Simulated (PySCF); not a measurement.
**IrF2, quartet: computed properties**

Computed with PySCF, UPBE0, basis Ir def2-TZVP with ECP60, F def2-TZVP (scalar-relativistic core potentials, no spin–orbit coupling, density fitting).

The structure is a minimum.

Coordinates in bohr (charge 0 multiplicity 4):
```
Ir    0.0000    0.0000    0.0000
F     3.4868    0.0000    0.0000
F    -3.4868    0.0000    0.0000
```

- Point group: D∞h
- Bond lengths: Ir–F 1.845 Å (×2)
- Bond angles: F–Ir–F 180.0°
- Principal polarisabilities: 30.4, 30.4, 40.8 bohr³
- Highest occupied level (β): -8.00 eV
- Heat capacity Cp at 298.15 K: 51.9 J/(mol K)
- Zero-point energy: 10.2 kJ/mol
- Rotational constants: 0.1303 cm⁻¹
- Lowest empty level (β): -5.16 eV
- Enthalpy at 298.15 K above 0 K: 12.59 kJ/mol
- Entropy at 298.15 K and 1 bar (electronic part: spin only): 276.3 J/(mol K)
- Principal quadrupole moments (Buckingham, traceless) about the centre of mass: -8.24, 4.12, 4.12 D Å
- Rotational symmetry number: 2
- Dipole moment: 0.00 D
- Spin squared ⟨S²⟩: 3.758
- Atomisation energy without zero-point energy: 854 kJ/mol

Harmonic modes (masses in u: Ir 192.963, F 18.998):
```json
{"symmetry": "πu", "ω (cm⁻¹)": "157", "IR (km/mol, summed over degenerate members)": "11.6", "μ (u)": "22.31"}
{"symmetry": "σg+", "ω (cm⁻¹)": "681", "IR (km/mol, summed over degenerate members)": "0.0", "μ (u)": "19.00"}
{"symmetry": "σu+", "ω (cm⁻¹)": "717", "IR (km/mol, summed over degenerate members)": "192", "μ (u)": "22.31"}
```

In D∞h the vibrations span πu + σg+ + σu+. The σg+ mode carries no infrared intensity, as symmetry demands. With a centre of inversion only u modes can be infrared active and only g modes Raman active.

Charges (e):
```tsv
atom	Mulliken	Löwdin	polar tensor	spin (Mulliken)	Mayer order to Ir1
Ir1	0.80	0.60	1.12	2.65	–
F2,3	-0.40	-0.30	-0.56	0.18	0.98
```

Mulliken populations on Ir1 (electrons outside its core potential): s 3.13, p 6.20, d 6.82, f 0.05.

Outer orbital energies (eV). α occupied: -12.82, -12.82, -12.76, -11.26, -10.38, -9.43, -9.43, -9.10; empty: -0.26, -0.26, -0.24, 1.81. β occupied: -15.22, -12.83, -12.83, -12.62, -11.89, -11.89, -9.26, -8.00; empty: -5.16, -4.34, -4.34, 0.00.

Formally Ir is in oxidation state +2, d7, with 3 unpaired electrons (the high-spin count). The Mulliken spin on Ir is 2.65. The polar-tensor charge on Ir, 1.12, is far below the formal one.

This need not be the most stable arrangement of these atoms. Open d and f shells are described by one determinant, and the ground state may have another occupation or spin. With an element this heavy the missing spin–orbit coupling can shift these numbers.

The final relaxation and frequency run took roughly 50 core-seconds on a shared host.
